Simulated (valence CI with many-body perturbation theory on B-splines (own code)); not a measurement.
K11+: E2, M1 decay

Calculated by relativistic CI+MBPT: six valence electrons over a frozen Dirac-Fock core [He], radial functions for each j: 9 s, 9 p, 8 d, 6 f, 3 g, 1 h, with the one-electron correlation potential Σ1, the two-electron term Σ2, the three-electron term Σ3, Breit, model QED; selected CI, second order for the rest, scaled by the run's own slope (own B-spline code, finite nucleus).

No measured spectrum was set against this ion. As an estimate, levels of excited configurations hold to 0.05 to 0.15 % of their energy, terms of the ground configuration to about 0.5 %. Among the levels kept, up to 3300 cm⁻¹ of a level comes from second order outside the variational space, and about a tenth of that is noise between levels of different J, which matters for small intervals.

Lines 1 to 23 of 23 in falling wavelength, among levels below 3327.4 × 10³ cm⁻¹, chosen from the decays that carry over 1 % of a level's rate. Wavelengths and rates use the calculated energies, so an error of 2000 cm⁻¹ moves a line at 1643 Å by 3.3 % and its rate by three times that or more. Electric multipoles are in the length gauge, E1 and E2 with the static RPA response of the core. S is in atomic units (e²a₀⁴ for E2 and M2, e²a₀⁶ for E3), for M1 in squared Bohr magnetons. Weak lines are less certain than strong ones. Lines between different terms over intervals too small for the method are left out, as are lines whose strength nearly cancels. The highest levels of a list are the least certain.

Names give the largest LS component (configuration and term), which can be under half, so a name can repeat, a term be missing and a line seem to break the LS rules; names also repeat where a configuration has a term twice. Letters in brackets count levels of one name in rising energy.

| λ vac (Å) | Upper | Lower | Type | A (s⁻¹) | S (a.u.) |
| --- | --- | --- | --- | --- | --- |
| 23320 | 2s²2p⁴ ³P_0 | 2s²2p⁴ ³P_1 | M1 | 4.15e+00 | 1.95e+00 |
| 5279 | 2s²2p⁴ ³P_1 | 2s²2p⁴ ³P_2 | M1 | 1.50e+02 | 2.46e+00 |
| 1643 | 2s²2p⁴ ¹D_2 | 2s²2p⁴ ³P_1 | M1 | 6.59e+01 | 5.42e-02 |
| 1253 | 2s²2p⁴ ¹D_2 | 2s²2p⁴ ³P_2 | M1 | 4.36e+02 | 1.59e-01 |
| 692.9 | 2s²2p⁴ ¹S_0 | 2s²2p⁴ ³P_1 | M1 | 4.60e+03 | 5.67e-02 |
| 32.74 | 2s²2p³3p ³P_2 [a] | 2s²2p⁴ ³P_0 | E2 | 3.86e+07 | 6.48e-03 |
| 32.74 | 2s²2p³3p ¹P_1 [a] | 2s²2p⁴ ¹D_2 | E2 | 8.46e+07 | 8.52e-03 |
| 32.71 | 2s²2p³3p ³P_1 [a] | 2s²2p⁴ ³P_1 | E2 | 4.24e+07 | 4.25e-03 |
| 32.69 | 2s²2p³3p ³P_2 [a] | 2s²2p⁴ ³P_1 | E2 | 8.34e+07 | 1.39e-02 |
| 32.58 | 2s²2p³3p ³D_1 [a] | 2s²2p⁴ ¹D_2 | E2 | 6.33e+07 | 6.22e-03 |
| 32.51 | 2s²2p³3p ³P_1 [a] | 2s²2p⁴ ³P_2 | E2 | 1.71e+08 | 1.66e-02 |
| 32.49 | 2s²2p³3p ³P_2 [a] | 2s²2p⁴ ³P_2 | E2 | 8.18e+07 | 1.32e-02 |
| 32.48 | 2s²2p³3p ³P_0 [a] | 2s²2p⁴ ³P_2 | E2 | 2.23e+08 | 7.20e-03 |
| 32.42 | 2s²2p³3p ¹F_3 | 2s²2p⁴ ¹D_2 | E2 | 2.00e+08 | 4.48e-02 |
| 32.19 | 2s²2p³3p ¹D_2 [b] | 2s²2p⁴ ¹S_0 | E2 | 7.30e+07 | 1.13e-02 |
| 32.00 | 2s²2p³3p ³D_2 [a] | 2s²2p⁴ ³P_1 | E2 | 1.96e+07 | 2.94e-03 |
| 31.94 | 2s²2p³3p ³F_2 | 2s²2p⁴ ³P_0 | E2 | 5.15e+07 | 7.63e-03 |
| 31.89 | 2s²2p³3p ³F_2 | 2s²2p⁴ ³P_1 | E2 | 4.71e+07 | 6.94e-03 |
| 31.85 | 2s²2p³3p ³F_3 | 2s²2p⁴ ³P_1 | E2 | 6.91e+07 | 1.42e-02 |
| 31.81 | 2s²2p³3p ¹D_2 [a] | 2s²2p⁴ ¹D_2 | E2 | 1.46e+08 | 2.13e-02 |
| 31.81 | 2s²2p³3p ³D_2 [a] | 2s²2p⁴ ³P_2 | E2 | 4.29e+07 | 6.23e-03 |
| 31.76 | 2s²2p³3p ³D_3 [a] | 2s²2p⁴ ³P_2 | E2 | 6.27e+07 | 1.27e-02 |
| 31.63 | 2s²2p³3p ³F_4 | 2s²2p⁴ ³P_2 | E2 | 1.15e+08 | 2.92e-02 |
